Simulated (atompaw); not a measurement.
u(r) = r·R(r): atom against pseudo-atom (molybdenum (Mo))

Columns: radius, all-electron u(r) and pseudo u(r) of the 4p shell (level -41.72 eV) of molybdenum in the configuration [Ar] 3d10 4s2 4p6 4d5 5s0.5 5p0; PBE, scalar-relativistic, PAW (atompaw) scheme, atompaw 4.2.0.5.

| r (bohr) | all-electron | pseudo |
| --- | --- | --- |
| 0.081 | 0.3405 | 0.0113 |
| 0.162 | -0.0122 | 0.0446 |
| 0.242 | -0.4130 | 0.0974 |
| 0.323 | -0.5315 | 0.1680 |
| 0.404 | -0.4006 | 0.2523 |
| 0.485 | -0.1400 | 0.3457 |
| 0.565 | 0.1513 | 0.4423 |
| 0.646 | 0.4245 | 0.5395 |
| 0.727 | 0.6489 | 0.6314 |
| 0.808 | 0.8168 | 0.7137 |
| 0.888 | 0.9287 | 0.7820 |
| 0.969 | 0.9938 | 0.8355 |
| 1.050 | 1.0189 | 0.8714 |
| 1.131 | 1.0130 | 0.8890 |
| 1.212 | 0.9841 | 0.8889 |
| 1.292 | 0.9399 | 0.8726 |
| 1.373 | 0.8848 | 0.8417 |
| 1.454 | 0.8237 | 0.7993 |
| 1.535 | 0.7600 | 0.7482 |
| 1.615 | 0.6969 | 0.6925 |
| 1.696 | 0.6345 | 0.6336 |
| 1.777 | 0.5749 | 0.5751 |
| 1.858 | 0.5186 | 0.5188 |
| 1.938 | 0.4667 | 0.4668 |
| 2.019 | 0.4183 | 0.4183 |
| 2.100 | 0.3739 | 0.3739 |

Task: How many radial nodes do the two functions have?

Result: The all-electron 4p function has n − l − 1 = 2; the pseudo-wave has 0, since the states of the same l below it are removed with the core.

Task: Is the pseudo-wave norm-conserving?

Result: No, it belongs to a PAW set: the norm inside the radius is not constrained, and the difference is carried by the augmentation charge.
